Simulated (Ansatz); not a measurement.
Program: Ansatz. Geometries: PBE0-D4/def2-TZVP. ΔE: electronic, gas phase. CCSD(T)/CBS adds triple-zeta CCSD(T) − MP2 to the extrapolated MP2 energy (def2 sets, frozen cores). This one scheme is used for every species. Functionals use def2-TZVPP. For Ge outer-core shells are correlated without core-valence functions, which leaves a few kJ/mol of doubt a bond. Scalar relativity is left out up to krypton. Each species was taken in one conformer, which may not be the lowest.

Reaction (ligand exchange at the Si–C bond): `CC[SiH](O)F` + `[OH][GeH3]` → `O[SiH](F)[O][GeH3]` + `CC`

`CC[SiH](O)F`:

Cartesian coordinates in Å:
```
C 0.982 1.193 0.225
C -0.426 0.711 -0.122
Si -0.705 -1.087 0.251
O 0.302 -2.079 -0.574
F -2.224 -1.424 -0.127
H 1.105 2.257 0.009
H 1.742 0.650 -0.342
H 1.205 1.047 1.285
H -0.644 0.884 -1.182
H -1.177 1.286 0.431
H -0.503 -1.430 1.674
H 0.344 -2.007 -1.528
```

`[OH][GeH3]`:

Z-matrix (Å, degrees):
```
Ge
O 1 1.783
H 1 1.531 2 104.3
H 1 1.541 2 109.9 3 119.6
H 1 1.541 2 109.9 3 -119.6
H 2 0.959 1 112.7 3 180.0
```

`O[SiH](F)[O][GeH3]`:

Cartesian coordinates in Å:
```
O 1.708 -0.006 0.725
Si 0.271 0.637 1.159
F 0.321 2.204 0.863
O -0.876 -0.079 0.296
Ge -0.953 -0.793 -1.340
H 2.511 0.465 0.951
H -0.018 0.494 2.595
H -0.362 -2.205 -1.258
H -0.158 0.101 -2.303
H -2.445 -0.818 -1.688
```

`CC`:

Z-matrix (Å, degrees):
```
C
C 1 1.519
H 1 1.093 2 111.4
H 1 1.093 2 111.4 3 120.0
H 1 1.093 2 111.4 3 -120.0
H 2 1.093 1 111.4 3 180.0
H 2 1.093 1 111.4 3 -60.0
H 2 1.093 1 111.4 3 60.0
```

```json
{"species": "`CC[SiH](O)F`", "r2SCAN-D4 energy (Eh)": "-545.08517"}
{"species": "`[OH][GeH3]`", "r2SCAN-D4 energy (Eh)": "-2154.62711"}
{"species": "`O[SiH](F)[O][GeH3]`", "r2SCAN-D4 energy (Eh)": "-2619.96553"}
{"species": "`CC`", "r2SCAN-D4 energy (Eh)": "-79.80085"}
```

Work out ΔE.

ΔE = (-2619.96553) + (-79.80085) − (-545.08517) − (-2154.62711) = -0.05410 Eh = -33.9 kcal/mol. CCSD(T)/CBS gives -34.3 kcal/mol.

Largest T1 diagnostic among the species: 0.012.

From r2SCAN to r2SCAN0 (25 % exact exchange), in def2-TZVPP and without D4, ΔE moves by −0.7 kcal/mol. In def2-TZVPP, CCSD(T) changes the Hartree–Fock value by +5.1 kcal/mol (the triples alone add +0.7 kcal/mol) and MP2 by +5.0 kcal/mol. Leaving LDA and LC-ωPBE aside and taking each functional with its dispersion term where it has one, the values, not all of them listed here, spread over 6.8 kcal/mol, from BHLYP-D4 to revPBE-D4.
